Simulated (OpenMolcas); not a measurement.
A calculation on Ru⁴⁺.

```yaml
Program: OpenMolcas 26.06
Method: "MS-CASPT2, IPEA 0.25 Eh, imaginary shift 0.1 Eh (closed shells correlated: 4s 4p)"
Basis: ANO-RCC-VTZP [7s6p4d2f1g]
Scalar_Hamiltonian: DKH2, point nucleus
Active_space: 4 electrons in 5 orbitals (4d)
State_averaging: 2S+1 = 5 even, 5 roots; 2S+1 = 3 even, 45 roots kept (CI in the orbitals of an earlier block); 2S+1 = 1 even, 50 roots kept (CI in the orbitals of an earlier block)
Spin-orbit_coupling: RASSI with atomic mean-field integrals over the reference wave functions, term energies averaged over their components
```

**Question.** Which level of the active space comes out lowest?

**Answer.** 4d⁴ ⁵D₀, with 97 % of that term.

**Question.** How high does 4d⁴ ³P₁(1) lie?

**Answer.** 19200 cm⁻¹ above the lowest level.

**Question.** How high does 4d⁴ ³F₄(1) [67 %] lie?

**Answer.** 21260 cm⁻¹ above the lowest level.

**Question.** How high does 4d⁴ ⁵D₃ lie?

**Answer.** 2330 cm⁻¹ above the lowest level.

**Question.** The level at 20460 cm⁻¹ has J = 3. What is it made of, and what is its g factor?

**Answer.** 61 % 4d⁴ ³F₃(1), 38 % 4d⁴ ³G; g = 0.960, against 1.084 from Landé's formula for the pure leading term.

Term energies are means over components that CASPT2 splits; among the terms shown or strongly mixed into the levels shown the widest spread is 360 cm-1 (4d⁴ ³H). Terms from blocks run as CI alone lack orbitals of their own. Levels of configurations outside the active space are missing.

A share in square brackets marks a mixed level and gives the weight of the term that names it. A number in round brackets counts repeated terms of one configuration in the order of the reference energies.
